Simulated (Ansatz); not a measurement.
C2H5GaS, SMILES `[CH3][Ga]1[CH2][S]1` from Hartree–Fock to CCSD(T)

```xyz
9

C    -0.403    0.596   -1.722
Ga    0.122    0.037    0.055
C     0.144   -0.766    1.812
S     1.748    0.177    1.494
H     0.314    0.205   -2.445
H    -1.401    0.241   -1.973
H    -0.381    1.686   -1.774
H    -0.442   -0.341    2.622
H     0.300   -1.834    1.931
```

Total charge 0; spin multiplicity 1. Correlated methods include outer-core shells of Ga, which these sets cover unevenly. Scalar relativity is left out up to krypton. Geometry: relaxed with PBE0-D4/def2-TZVP. Frozen core, restricted reference, Ansatz.

```csv
basis,HF (Eh),MP2 corr.
def2-SVP,-2398.97903,-0.62487
def2-TZVPP,-2399.45543,-0.74878
def2-QZVPP,-2399.50980,-1.03464
```

Task: Estimate the CCSD correlation energy and the (T) correction in each basis where they were run (hartree).

Result: 
| basis | CCSD corr. | (T) |
| --- | --- | --- |
| def2-SVP | -0.65398 | -0.02392 |
| def2-TZVPP | -0.77707 | -0.03698 |
